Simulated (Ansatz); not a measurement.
Abridged output of a molecular run in Ansatz:

```
Functional definition: HF
2673 factors; integrals over basis functions are off by at most 1.1e-3 eV
mean field evaluation 1: about -57029.3271 eV, gradient 5.5e1 eV
mean field evaluation 2: about -57029.3480 eV, gradient 5.5e1 eV
mean field evaluation 4: about -57037.4915 eV, gradient 5.9e0 eV
mean field evaluation 8: about -57037.6267 eV, gradient 1.7e-1 eV
mean field evaluation 16: about -57037.6004 eV, gradient 5.7e-1 eV
mean field -57037.62690889 eV, -2096.0941274097 hartree, gradient 1.2e-6 eV, S^2 0.000000; 0 other end points of the search recorded, 0 dependent functions left out
37 core orbitals not correlated: weight in the atoms' cores, before any rotation towards them, 1.000 or more for the frozen orbitals, at most 0.000 for the correlated occupied ones
reference -57037.62690889 eV, -2096.0941274097 hartree; 35, 35 occupied and 194, 194 virtual orbitals, 2673 factors
second order -32.88947358 eV of doubles, -0.00000000 eV of singles
cycle   1  -35.12068822 eV  change    -2.2e0 eV  update   1.7e-1
cycle   2  -36.42034925 eV  change    -1.3e0 eV  update   5.0e-2
cycle   3  -36.69855710 eV  change   -2.8e-1 eV  update   2.6e-2
cycle   4  -36.68340106 eV  change    1.5e-2 eV  update   6.4e-3
cycle   5  -36.68067664 eV  change    2.7e-3 eV  update   3.0e-3
cycle   6  -36.68106355 eV  change   -3.9e-4 eV  update   8.8e-4
cycle   7  -36.68063058 eV  change    4.3e-4 eV  update   3.8e-4
cycle   8  -36.68069884 eV  change   -6.8e-5 eV  update   1.2e-4
cycle   9  -36.68074377 eV  change   -4.5e-5 eV  update   3.4e-5
perturbative correction -1.12246300 eV, -0.0412497544 hartree
Total energy: -57075.43011566 eV, -2097.4833696345 hartree
```

Its atoms:

Cartesian coordinates in Å:
```
Si -0.1295 -2.2316 2.3666
N -0.3487 -0.5765 1.9192
Si -0.8573 0.5956 3.0833
In -0.0007 -0.0003 -0.0003
N -0.1897 -1.3429 -1.5163
Si -1.2306 -2.7098 -1.3245
Si 0.6941 -1.1072 -2.9832
N 0.5371 1.9197 -0.4026
Si 0.1874 2.5979 -1.9535
Si 1.3357 2.8555 0.8118
H 0.5363 -2.9453 1.2416
H -1.4153 -2.9162 2.6706
H 0.7355 -2.3317 3.5757
H 0.1876 0.8734 4.1058
H -2.0773 0.1236 3.7969
H -1.1797 1.8642 2.3730
H -2.1541 -2.8247 -2.4882
H -2.0393 -2.5244 -0.0877
H -0.4779 -3.9889 -1.2146
H 1.6871 -0.0175 -2.7723
H -0.1843 -0.7368 -4.1259
H 1.4216 -2.3533 -3.3547
H -0.5026 3.9097 -1.8016
H -0.7120 1.6662 -2.6893
H 1.4121 2.8212 -2.7688
H 0.4784 3.9492 1.3441
H 2.5726 3.4759 0.2589
H 1.7136 1.9551 1.9362
```

Q: Which basis set was used?
A. def2-SVP
B. cc-pV(T+d)Z
C. cc-pV(Q+d)Z
D. def2-SVPD

A: A. It gives 266 functions.

Q: Write the keys of the input that set method, charge and spin (a neutral closed shell needs none for the last two).

A: 
```yaml
correlation: {method: ccsd_t}
```
